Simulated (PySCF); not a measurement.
CH2Cl, SMILES Cl[CH2] (connectivity only; charge and spin as stated), charge +1, multiplicity 1.

Geometry optimised at B3LYP-D3(BJ)/def2-TZVP. The spin state was assumed, not searched. The isomer is the one that the SMILES or the coordinates give; other isomers of the formula were not compared.

Two levels are set side by side: TDA-PBE/def2-TZVPD (PySCF) and ADC(2)/aug-cc-pVDZ (PySCF). Vertical, same geometry; the bases differ. Differences are taken from unrounded values.

```tsv
quantity	ADC(2)
lowest singlet excitation (eV)	3.36
```

Task: What does TDA-PBE give, and how far is it from ADC(2)? (Estimate from the structure and the level; the computed values follow.)

Result: 
```
quantity                        TDA-PBE  TDA-PBE minus ADC(2)
------------------------------  -------  --------------------
lowest singlet excitation (eV)     3.21                 -0.15
```

A lower first singlet is the usual sign of a functional without exact exchange. Differences between two approximate levels are no errors against the true value.

Rough cost on one machine, each run with all the roots and properties that it gave: ADC(2) against TDA-PBE within a factor of 2.
